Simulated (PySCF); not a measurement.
**C₆ coefficients of unlike pairs at PBE0**

Calculated with PySCF 2.14 from the dipole response of each species, C₆(A,B) = (3/π) ∫ α_A(iu) α_B(iu) du, in atomic units, from isotropic polarisabilities. For ions this is the dispersion term alone; charge-induced terms of lower order in 1/R come first.

```tsv
species	configuration	basis	relativity	α (bohr³)	C₆ (like pair)
Te⁺	[Kr] 4d10 5s2 5p3 (4S)	x2c-TZVPPall with one added diffuse shell each of s, p, d, f type (9s7p5d3f)	spin-free X2C	22.12	188.6
Pt⁺	[Xe] 4f14 5d9 (2D)	aug-cc-pwCVTZ-PP with ECP60MDF (8s8p7d4f3g)	core potential	16.02	120.5
Cr³⁺	[Ar] 3d3 (4F)	def2-TZVPPD (6s6p4d2f1g)	none	1.996	4.975
Al³⁺	[Ne] (1S)	aug-cc-pwCVTZ (8s7p5d3f)	none	0.2743	0.2555
```

(1) Estimate C₆ for Al³⁺ with Pt⁺.

No spin-orbit coupling is included.

The other pairs:

| pair | C₆ |
| --- | --- |
| Cr³⁺, Pt⁺ | 22.80 |
| Cr³⁺, Te⁺ | 26.72 |
| Pt⁺, Te⁺ | 149.1 |
| Al³⁺, Te⁺ | 4.646 |
| Al³⁺, Cr³⁺ | 1.032 |

Results:

(1) The integral gives 4.137. The combination rule 2 C_A C_B / (C_A α_B/α_A + C_B α_A/α_B) gives 3.626 and the geometric mean 5.548.
